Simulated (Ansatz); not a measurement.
Computed with Ansatz on PBE0-D4/def2-TZVP structures; ΔE is electronic, products minus reactants. CCSD(T)/CBS is the MP2 limit (def2-TZVPP, def2-QZVPP) plus CCSD(T) − MP2 in def2-TZVPP, frozen cores. Functionals use def2-TZVPP. B3LYP here is the variant with VWN-RPA as its local correlation; programs differ in this. One conformer a species, not always the lowest.

`[CH3][AlH][O][SiH2]C` + `FB(S)Cl` → `CSB(F)Cl` + `[CH3][AlH][O][SiH3]`  (substitution at a C–Si bond)

| level | ΔE (kJ/mol) | difference from CCSD(T)/CBS |
| --- | --- | --- |
| PBE-D4 | 52.1 | -1.4 |
| r2SCAN-D4 | 55.0 | 1.5 |
| PBE0-D4 | 53.7 | 0.2 |
| B3LYP-D4 | 52.0 | -1.5 |
| ωB97X-V | 52.1 | -1.4 |
| ωB97M-V | 55.4 | 1.9 |
| B2PLYP | 52.1 | -1.4 |
| PBE | 51.4 | -2.1 |
| B3LYP | 51.1 | -2.4 |
| HF/def2-TZVPP | 49.8 | -3.7 |
| MP2/def2-TZVPP | 54.1 | 0.6 |
| SCS-MP2/def2-TZVPP | 51.0 | -2.5 |
| CCSD(T)/def2-TZVPP | 54.4 | 0.9 |
| MP2/def2-QZVPP | 53.5 | 0.0 |
| MP2/CBS(def2) | 53.2 | -0.3 |
| CCSD/CBS(def2) | 54.2 | 0.7 |
| CCSD(T)/CBS | 53.5 | 0 |

Largest T1 diagnostic among the species: 0.012.

In def2-TZVPP, CCSD(T) changes the Hartree–Fock value by +4.6 kJ/mol (the triples alone add −0.7 kJ/mol) and MP2 by +4.3 kJ/mol.
